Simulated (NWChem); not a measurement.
## H$_{3}$O (+1)

```xyz
4

O      0.0000     0.0774     0.0000
H     -0.4720    -0.2067     0.8177
H     -0.4720    -0.2067    -0.8177
H      0.9443    -0.2062     0.0000
```
Charge +1, spin multiplicity 1.

The numbers come from NWChem runs, not from measurements. All single points use one geometry, from B3LYP/def2-SVP, a minimum by its harmonic frequencies.

Symmetry labels belong to the abelian group Cs used in the runs, with the axes of the coordinates shown; states degenerate in a higher group split over its labels.

The structure started from a generated list of species.

Question: List the lowest 3 singlet excitations that CIS/aug-cc-pVDZ gives, with oscillator strengths.

Answer: 
```json
[
 {"state": "1", "symmetry": "a'", "energy (eV)": "12.96", "wavelength (nm)": "96", "f": "0.048"},
 {"state": "2", "symmetry": "a\"", "energy (eV)": "15.02", "wavelength (nm)": "83", "f": "0.018"},
 {"state": "3", "symmetry": "a'", "energy (eV)": "15.02", "wavelength (nm)": "83", "f": "0.018"}
]
```
